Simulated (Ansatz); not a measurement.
Harmonic frequencies (cm⁻¹) at PBE0-D4/def2-TZVP from Ansatz: 99, 118, 138, 149, 168, 388, 395, 660, 672.

(1) Which molecule is it?
A. `[OH][Hf]([F])([SH])[Cl]`
B. `C[O][Hf]([SH])([Cl])[Cl]`
C. `[NH2][Hf]([F])([F])[Cl]`
D. `[F][Hf]([F])([Cl])[Cl]`

## Answers

(1) D.
